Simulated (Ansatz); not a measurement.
**Ligand exchange: C4H9I + GeH3(SH) → C4H10S + GeH3I**

Species: C4H9I (tert-butyl iodide) `CC(C)(C)I`, singlet; GeH3(SH), singlet; C4H10S (2-methyl-2-propanethiol) `CC(C)(C)S`, singlet; GeH3I `[GeH3][I]`, singlet. The partners trade I for SH: C–I and Ge–SH bonds give way to C–SH and Ge–I.

Shapes, held fixed at every level: PBE0-D4/def2-TZVP. Flexible molecules stand in one conformer, not always the lowest. Programs: Ansatz 0.2.0. The zero-point and thermal change to 298 K, harmonic and unscaled (PBE0-D4/def2-TZVP), is +1.3 kJ/mol.

```json
{"level": "HF/def2-TZVPP", "kind": "Hartree–Fock", "ΔH(298 K) (kJ/mol)": "-38.2", "less CCSD(T)/def2-TZVPP": "-16.1"}
{"level": "SPW92/def2-TZVPP", "kind": "LDA", "ΔH(298 K) (kJ/mol)": "-28.2", "less CCSD(T)/def2-TZVPP": "-6.1"}
{"level": "PBE0-D4/def2-TZVPP", "kind": "global hybrid", "ΔH(298 K) (kJ/mol)": "-29.7", "less CCSD(T)/def2-TZVPP": "-7.6"}
{"level": "wB97M-V/def2-TZVPP", "kind": "range-separated hybrid", "ΔH(298 K) (kJ/mol)": "-30.5", "less CCSD(T)/def2-TZVPP": "-8.4"}
{"level": "wB97X-V/def2-TZVPP", "kind": "range-separated hybrid", "ΔH(298 K) (kJ/mol)": "-31.6", "less CCSD(T)/def2-TZVPP": "-9.5"}
{"level": "MP2/def2-SVP", "kind": "perturbation theory", "ΔH(298 K) (kJ/mol)": "-35.9", "less CCSD(T)/def2-TZVPP": "-13.8"}
{"level": "CCSD/def2-TZVPP", "kind": "coupled cluster or CI", "ΔH(298 K) (kJ/mol)": "-25.0", "less CCSD(T)/def2-TZVPP": "-2.9"}
{"level": "CCSD(T)/def2-TZVPP", "kind": "coupled cluster or CI", "ΔH(298 K) (kJ/mol)": "-22.1", "less CCSD(T)/def2-TZVPP": "0.0"}
```

The highest level, CCSD(T)/def2-TZVPP, gives ΔH(298 K) = -22.1 kJ/mol; the levels span -38.2 to -22.1. The column of differences is taken from that level and isn't an error. No measured value is set beside it here. For atoms past krypton def2 sets carry core potentials with scalar relativity. Relativity is left out for Ge unless named. Correlated rows may include outer-core shells of Ge, I, which these sets cover unevenly.
